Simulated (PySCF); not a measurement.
C6H8F (charge +1).
Numbering: `[CH3:1][C:2]1=[CH:3][CH2:4][C@H:5]([F:6])[CH+:7]1` (hydrogens: H8, H9, H10 on C1; H11 on C3; H12, H13 on C4; H14 on C5; H15 on C7)

Geometry (GFN2-xTB, Å), atoms numbered from 1 in this order:
```
atom  x, y, z in Å
C1     2.2089   -0.2264    0.0849
C2     0.7394   -0.0712    0.0242
C3    -0.1879   -1.0938   -0.2130
C4    -1.5526   -0.6027   -0.2836
C5    -1.4219    0.8574    0.1914
F6    -2.1821    1.7568   -0.4676
C7     0.0317    1.1131    0.1701
H8     2.5161   -1.2082   -0.2627
H9     2.7014    0.5372   -0.5137
H10    2.5546   -0.1000    1.1108
H11    0.0718   -2.1376   -0.3157
H12   -1.9248   -0.5917   -1.3189
H13   -2.2665   -1.2326    0.2586
H14   -1.7430    0.9040    1.2542
H15    0.4504    2.1037    0.2591
```

Structure optimised with GFN2-xTB, isolated species.

Take the most abundant isotopes and a rigid rotor. The values belong to one conformer with, in the numbering `[CH3:1][C:2]1=[CH:3][CH2:4][C@H:5]([F:6])[CH+:7]1`, C2–C3–C4–C5 -10°, C3–C4–C5–F6 141°, C4–C5–C7–C2 -13°, C1–C2–C7–C5 -174°.

**Question.** What are A, B and C (GHz)?

**Answer.** Ia = 85.57, Ib = 263.63, Ic = 332.32 u·Å²; 505379 MHz·u·Å²/I gives 5906, 1917 and 1521 MHz, that is A = 5.9058, B = 1.9170, C = 1.5208 GHz.

**Question.** What kind of rotor is it?

**Answer.** An asymmetric top: κ = (2 × 1917 − 5906 − 1521)/(5906 − 1521) = -0.82.

**Question.** Is it planar, by Δ = Ic − Ia − Ib?

**Answer.** Not planar: Δ = Ic − Ia − Ib = -16.88 u·Å². For a rigid frame Δ = −2 Σ m c², so Σ m c² = 8.44 u·Å² lies off the ab plane: 5.14 from hydrogen and 3.30 from heavier atoms. The atom farthest from that plane is 1.45 Å away.

**Question.** Give the other two planar moments, Paa and Pbb, and the rms extents of the mass along the axes.

**Answer.** Paa = Σ m a² = (Ib + Ic − Ia)/2 = 255.19 and Pbb = Σ m b² = (Ia + Ic − Ib)/2 = 77.13 u·Å². With the mass M = 99.06 u, the rms extents √(P/M) along a, b and c are 1.61, 0.88, 0.29 Å.

**Question.** Estimate the classical rotational partition function at 25 K, 50 K and 200 K.

**Answer.** Point group C1, symmetry number σ = 1; q = (√π/σ)·√((kT/h)³/(ABC)), k/h = 20836.6 MHz/K: 5080 at 25 K, 14400 at 50 K, 115000 at 200 K.

No GFN2-xTB frequencies stand behind this structure, so it isn't proved a minimum. Zero-point vibration and centrifugal distortion are left out.

All values are computed, not measured.
